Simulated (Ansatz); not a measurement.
Ansatz (a program for electronic structure) input (B3LYP-D3(BJ)/def2-TZVP):

Ansatz 0.2 input:
```yaml
crystal:
  periodic: [false, false, false]
  atoms:
    - {symbol: Y, position_ang: [0.13155285, -0.13842045, 0.16777224]}
    - {symbol: O, position_ang: [1.06974557, 0.48290069, -1.37913829]}
    - {symbol: O, position_ang: [-1.71106570, 0.19189900, 0.56124862]}
basis:
  gaussian:
    orbitals: def2-TZVP
hamiltonian:
  xc: b3lyp
  dispersion: d3bj
magnetization: {spin_polarized: true, initial_magnetization: 1}
phonons: {temperatures: {t_min: 298.15, t_max: 298.15, t_step: 100}}
```

Output:

```
Functional definition: B3LYP
integrals: 0.03 GiB planned
669 factors; their error is unknown
mean field: 0.34 GiB planned
mean field evaluation 1: about -5124.2673 eV, gradient 6.1e1 eV
mean field evaluation 2: about -4838.2698 eV, gradient 2.1e2 eV
mean field evaluation 4: about -5138.2715 eV, gradient 6.4e0 eV
mean field evaluation 8: about -5138.4742 eV, gradient 9.3e-2 eV
mean field evaluation 16: about -5138.4967 eV, gradient 4.9e-4 eV
mean field evaluation 32: about -5138.4241 eV, gradient 4.0e0 eV
mean field -5138.49672643 eV, -188.8362716980 hartree, gradient 3.6e-5 eV, S^2 0.774093; 4 other end points of the search recorded, 0 dependent functions left out
the calculation of the forces begins
reference -5138.49698443 eV, -188.8362811793 hartree; 14, 13 occupied and 88, 89 virtual orbitals, 669 factors
these checks for a lower state are left out or cut short: stability, starts, cluster_reference, orbital_swaps, neighbouring_geometries, increment
integrals: 0.03 GiB planned
669 factors; their error is unknown
mean field: 0.34 GiB planned
mean field -5138.49671097 eV, -188.8362711298 hartree, gradient 1.1e-6 eV, S^2 0.774160; 0 other end points of the search recorded, 0 dependent functions left out
the calculation of the forces begins
reference -5138.49696896 eV, -188.8362806111 hartree; 14, 13 occupied and 88, 89 virtual orbitals, 669 factors
these checks for a lower state are left out or cut short: stability, starts, cluster_reference, orbital_swaps, neighbouring_geometries, increment
integrals: 0.03 GiB planned
669 factors; their error is unknown
mean field: 0.34 GiB planned
mean field -5138.49670828 eV, -188.8362710310 hartree, gradient 6.6e-6 eV, S^2 0.774022; 0 other end points of the search recorded, 0 dependent functions left out
the calculation of the forces begins
reference -5138.49696628 eV, -188.8362805124 hartree; 14, 13 occupied and 88, 89 virtual orbitals, 669 factors
these checks for a lower state are left out or cut short: stability, starts, cluster_reference, orbital_swaps, neighbouring_geometries, increment
integrals: 0.03 GiB planned
669 factors; their error is unknown
mean field: 0.34 GiB planned
mean field -5138.49670306 eV, -188.8362708393 hartree, gradient 2.5e-6 eV, S^2 0.774176; 0 other end points of the search recorded, 0 dependent functions left out
the calculation of the forces begins
reference -5138.49696106 eV, -188.8362803208 hartree; 14, 13 occupied and 88, 89 virtual orbitals, 669 factors
these checks for a lower state are left out or cut short: stability, starts, cluster_reference, orbital_swaps, neighbouring_geometries, increment
integrals: 0.03 GiB planned
669 factors; their error is unknown
mean field: 0.34 GiB planned
mean field evaluation 64: about -5138.4967 eV, gradient 1.4e-6 eV
mean field -5138.49668179 eV, -188.8362700575 hartree, gradient 1.4e-6 eV, S^2 0.774007; 0 other end points of the search recorded, 0 dependent functions left out
the calculation of the forces begins
reference -5138.49693978 eV, -188.8362795387 hartree; 14, 13 occupied and 88, 89 virtual orbitals, 669 factors
these checks for a lower state are left out or cut short: stability, starts, cluster_reference, orbital_swaps, neighbouring_geometries, increment
integrals: 0.03 GiB planned
669 factors; their error is unknown
mean field: 0.34 GiB planned
mean field -5138.49673025 eV, -188.8362718386 hartree, gradient 2.6e-6 eV, S^2 0.774108; 0 other end points of the search recorded, 0 dependent functions left out
the calculation of the forces begins
reference -5138.49698826 eV, -188.8362813203 hartree; 14, 13 occupied and 88, 89 virtual orbitals, 669 factors
these checks for a lower state are left out or cut short: stability, starts, cluster_reference, orbital_swaps, neighbouring_geometries, increment
integrals: 0.03 GiB planned
669 factors; their error is unknown
mean field: 0.34 GiB planned
mean field -5138.49670969 eV, -188.8362710831 hartree, gradient 1.0e-6 eV, S^2 0.774077; 0 other end points of the search recorded, 0 dependent functions left out
the calculation of the forces begins
reference -5138.49696768 eV, -188.8362805641 hartree; 14, 13 occupied and 88, 89 virtual orbitals, 669 factors
Total energy: -5138.58911888 eV, -188.8396670579 hartree
Atom 0 at     0.131553    -0.138420     0.167772 Å, force     0.000047    -0.000049     0.000060 eV/Å
Atom 1 at     1.069746     0.482901    -1.379138 Å, force     0.000103     0.000038    -0.000118 eV/Å
Atom 2 at    -1.711066     0.191899     0.561249 Å, force    -0.000150     0.000011     0.000059 eV/Å
Dipole moment:     0.693683    -0.729896     0.884669 e Å
Vibrations: 114.60 250.50 695.64 cm⁻¹, zero-point energy 0.065757 eV
```

The spin state was set by rule; other spins were not relaxed.
